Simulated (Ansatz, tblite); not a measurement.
Forces on the cluster Zn5Cl6O2 at its PBE-D4/def2-SVP geometry. Total charge 0; singlet.

The xTB rows come from tblite. Another isomer (singlet) lies 0.35 eV lower at PBE0-D4/def2-SVP; other spin states weren't run for this one.

GFN1-xTB (tblite), largest force 0.50 eV/Å:

```xyz
13
positions Å, forces eV/Å
Zn    0.086    0.514    1.674    0.034   -0.005    0.243
Zn    1.624    0.165   -0.969    0.118    0.016   -0.086
Zn   -1.049    2.751   -0.113    0.044    0.044   -0.001
Zn    0.148   -2.687   -0.162   -0.051   -0.241   -0.052
Zn   -1.683   -0.361   -0.224    0.186    0.060    0.268
O    -1.568    1.200    0.781   -0.065    0.027   -0.366
O     0.290   -0.799    0.034    0.243   -0.322   -0.268
Cl   -1.475    4.477   -1.257    0.052   -0.347    0.259
Cl    2.728   -0.385   -2.698   -0.240    0.140    0.415
Cl    0.710   -0.069    3.627   -0.135    0.154   -0.402
Cl    1.019   -4.607   -0.036   -0.192    0.462   -0.029
Cl   -2.258   -2.386   -0.881    0.182    0.227    0.168
Cl    1.428    2.188    0.225   -0.176   -0.215   -0.150
```

GFN2-xTB (tblite), largest force 0.71 eV/Å:

```
Zn 0.320 0.314 0.110
Zn 0.131 0.110 -0.235
Zn 0.457 0.068 -0.122
Zn -0.378 -0.585 -0.128
Zn 0.163 0.226 0.095
O -0.153 -0.323 -0.261
O 0.060 -0.165 -0.096
Cl 0.032 -0.383 0.284
Cl -0.216 0.117 0.337
Cl -0.148 0.145 -0.367
Cl -0.160 0.441 -0.019
Cl 0.401 0.148 0.257
Cl -0.510 -0.112 0.146
```

PBE-D4/def2-SVP (Ansatz), largest force 0.02 eV/Å:

```
Zn 0.014 -0.006 0.015
Zn -0.006 -0.008 0.008
Zn -0.001 0.011 0.000
Zn -0.002 -0.003 -0.010
Zn -0.002 0.003 0.005
O -0.004 -0.006 -0.015
O 0.007 0.013 0.000
Cl 0.002 -0.004 0.004
Cl -0.001 -0.003 0.001
Cl -0.004 0.003 -0.009
Cl 0.000 0.008 0.001
Cl 0.002 -0.004 0.002
Cl -0.004 -0.005 -0.002
```
